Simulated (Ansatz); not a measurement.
The cluster Mg4S4⁻ (the lowest doublet isomer of a short search). The state is a doublet with charge -1. Geometry r2SCAN-D4/def2-SVPD, basis def2-TZVPD, Ansatz.

Cartesian coordinates in Å:
```
Mg 1.205 -1.221 1.160
Mg -1.733 2.312 -0.210
Mg -1.363 -0.782 -0.132
Mg 1.001 0.931 -0.786
S -0.561 -2.766 0.814
S -1.126 0.773 -2.046
S -0.346 0.992 1.351
S 2.924 -0.240 -0.150
```

```
run  HOMO (eV)  LUMO (eV)
  A      -0.86       0.08
  B      -3.51       2.75
  C      -2.17       1.21
  D      -1.03       0.34
  E      -1.60       0.70
```

The structure comes from a short search, and lower isomers may exist.

HOMO and LUMO are taken over both spins.

Task: The runs used BHLYP, HF, PBE, PBE0, r2SCAN. Estimate which is which.

Result: A PBE (0 % exact exchange); B HF (100 % exact exchange); C BHLYP (50 % exact exchange); D r2SCAN (0 % exact exchange); E PBE0 (25 % exact exchange). Exact exchange lowers occupied and raises empty levels; among semilocal functionals meta-GGAs tend to open the gap a little, and such runs are hard to tell apart. The gap grows from 0.95 eV (PBE) to 6.26 eV (HF).
